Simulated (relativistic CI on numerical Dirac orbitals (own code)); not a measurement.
## Electric-dipole transitions in Pr XXII

Method of calculation: Dirac-Coulomb-Breit CI, KLI orbitals optimised for each configuration, a model potential for QED, unscaled Slater integrals (own radial code, finite nucleus).

CI space (outside the closed core [Ar] 3d10): 4s²4p⁶4d², 4s²4p⁵4d³, 4s²4p⁶4d4f, 4s4p⁶4d³, 4s²4p⁵4d²4f, 4s²4p⁶4d5s, 4s4p⁶4d²4f, 4s²4p⁶4d5p, 4s²4p⁶4f5s, 4s²4p⁶4d5d, 4s²4p⁶4f², 4s²4p⁵4f³, 4s4p⁶4f³, 4s²4p⁶4f5p, 4s²4p⁵4f²5p, 4s4p⁶4f²5p. Double excitations out of closed p, d and f shells are left out; levels of such configurations are missing from the list, as are those of other unlisted configurations, and high levels can miss mixing partners.

```tsv
λ vac (Å)	Lower	Upper	A (s⁻¹)	log gf	S velocity/length
79.617	4s²4p⁶4d² ³P2 [5]	4s²4p⁵4d³ ³S°1 [132]	1.26e+12	0.56	0.66
80.330	4s²4p⁶4d² ³P1 [6]	4s²4p⁵4d³ ³D°2 [131]	1.35e+12	0.82	0.72
80.520	4s²4p⁶4d² ³P0 [3]	4s²4p⁵4d³ ³D°1 [128]	1.08e+12	0.50	0.68
80.596	4s²4p⁶4d² ³P2 [5]	4s²4p⁵4d³ ³D°3 [130]	7.81e+11	0.73	0.69
80.605	4s²4p⁶4d² ³F4 [4]	4s²4p⁵4d³ ³F°4 [129]	1.52e+12	1.13	0.71
80.806	4s²4p⁶4d² ¹G4 [7]	4s²4p⁵4d³ ¹G°4 [136]	1.73e+12	1.18	0.66
80.896	4s²4p⁶4d² ³P2 [8]	4s²4p⁵4d³ ³D°3 [138]	1.64e+12	1.05	0.73
81.041	4s²4p⁶4d² ¹G4 [7]	4s²4p⁵4d³ ³G°5 [134]	1.49e+12	1.21	0.79
81.214	4s²4p⁶4d² ³P2 [8]	4s²4p⁵4d³ ¹D°2 [137]	1.46e+12	0.86	0.77
81.375	4s²4p⁶4d² ³P2 [8]	4s²4p⁵4d³ ¹P°1 [135]	1.71e+12	0.71	0.69
81.604	4s²4p⁶4d² ¹S0 [9]	4s²4p⁵4d³ ¹P°1 [139]	1.63e+12	0.69	0.71
81.635	4s²4p⁶4d² ¹G4 [7]	4s²4p⁵4d³ ¹F°3 [133]	1.07e+12	0.87	0.82
82.267	4s²4p⁶4d² ³F2 [1]	4s²4p⁵4d³ ³F°2 [117]	1.07e+12	0.74	0.74
82.432	4s²4p⁶4d² ³F4 [4]	4s²4p⁶4d4f ¹H°5 [127]	1.39e+12	1.19	0.80
82.436	4s²4p⁶4d² ³F3 [2]	4s²4p⁵4d³ ³D°2 [122]	7.36e+11	0.57	0.80
82.459	4s²4p⁶4d² ³F4 [4]	4s²4p⁵4d³ ³D°3 [126]	8.29e+11	0.77	0.81
82.618	4s²4p⁶4d² ³F3 [2]	4s²4p⁶4d4f ³G°4 [121]	1.32e+12	1.09	0.79
82.770	4s²4p⁶4d² ³F3 [2]	4s²4p⁵4d³ ³F°3 [120]	1.13e+12	0.91	0.74
82.824	4s²4p⁶4d² ³P2 [5]	4s²4p⁵4d³ ³D°2 [125]	1.10e+12	0.75	0.76
83.393	4s²4p⁶4d² ³F2 [1]	4s²4p⁶4d4f ³G°3 [114]	1.46e+12	1.03	0.79
```

Terms are leading LS components. Brackets give the number of a level in order of energy, since labels repeat. The list gives strong lines, with weight on those to low levels, among the lowest 200 of 1736 levels, so that lines to higher ones, which can be the strongest, are missing. Levels whose partners in the same complex of configurations lie outside the list can be far off, and so can their lines. Rates are taken at the computed energies, electric ones in the length gauge. A velocity-to-length ratio far from 1 marks an uncertain rate.

At this charge energies of transitions that change n are usually good to better than 1 %, and those within a shell (Δn = 0) to a few per cent. Terms inside the open d or f shell come out 10 to 20 % too wide with unscaled integrals.

LS names give the leading component of a level, which can be under half, so a name can repeat, a term be missing and a line seem to break the LS rules.
